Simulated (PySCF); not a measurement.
Compound: C3H12AlN.
Bonds: C1–N2, N2–C3, N2–C4, N2–Al5. Hydrogens: H6, H7, H8 on C1; H9, H10, H11 on C3; H12, H13, H14 on C4; H15, H16, H17 on Al5.

The closed-shell ground state was solved at several levels (PySCF, density fitting, gas phase, non-relativistic). Isolated species at its GFN2-xTB geometry, gas phase.

```
          level  basis functions  total energy (Eh)  HOMO (eV)  LUMO (eV)  gap (eV)  dipole (D)
 PBE0/def2-SVPD              200          -418.1856      -7.41       0.19      7.60        4.81
B3LYP/def2-SVPD              200          -418.5481      -7.23      -0.07      7.16        4.81
```

Q: Estimate the row for PBE0/pcSseg-1, a basis of 152 functions; the other rows only guide the guess.

A: Total energy -418.3471 Eh, HOMO -7.42 eV, LUMO 0.54 eV, gap 7.96 eV, dipole 5.00 D.

Q: Over all these levels, which gives the widest orbital gap and which the narrowest?

A: PBE0/pcSseg-1 (global hybrid, 25 % exact exchange) has the widest, 7.96 eV, and B3LYP/def2-SVPD (global hybrid, 20 % exact exchange) the narrowest, 7.16 eV. Functional and basis both differ between the two, so the spread mixes both effects.

Q: How far do the dipole and the HOMO energy spread over the levels?

A: The dipole runs from 4.81 to 5.00 D (mean 4.87 D) and the HOMO from -7.42 to -7.23 eV.
